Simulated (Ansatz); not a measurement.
The cluster Al4Sb4. Charge 0, multiplicity 1. Geometry r2SCAN-D4/def2-SVP, basis def2-TZVP, Ansatz.

```csv
atom,x (Å),y (Å),z (Å)
Al1,-0.8763,-1.9393,-1.7048
Al2,-0.6784,-1.0277,1.3468
Al3,1.4879,2.5022,-1.2912
Al4,1.7556,-1.1060,2.2036
Sb5,1.4207,-0.4264,-0.8106
Sb6,-1.1700,1.3114,-0.8769
Sb7,0.9390,1.4697,1.3274
Sb8,-2.8786,-0.7839,-0.1942
```

```csv
run,HOMO (eV),LUMO (eV)
A,-4.87,-3.64
B,-4.71,-3.58
C,-5.38,-3.08
D,-5.11,-3.44
```

In the def2 sets Sb takes a core potential; there is no spin–orbit coupling. Another isomer (singlet) lies 0.57 eV lower at PBE0-D4/def2-TZVP; other spin states weren't run for this one.

The runs used PBE, PBE0, r2SCAN, r2SCANh. Estimate which is which.

A r2SCAN (0 % exact exchange); B PBE (0 % exact exchange); C PBE0 (25 % exact exchange); D r2SCANh (10 % exact exchange). Exact exchange lowers occupied and raises empty levels; among semilocal functionals meta-GGAs tend to open the gap a little, and such runs are hard to tell apart. The gap grows from 1.13 eV (PBE) to 2.30 eV (PBE0). The restricted singlet is unstable towards broken spin symmetry in Hartree–Fock (as tested in another run); at r2SCAN-D4/def2-TZVP, PBE-D4/def2-TZVP, PBE0-D4/def2-TZVP, r2SCANh-D4/def2-TZVP this wasn't settled.
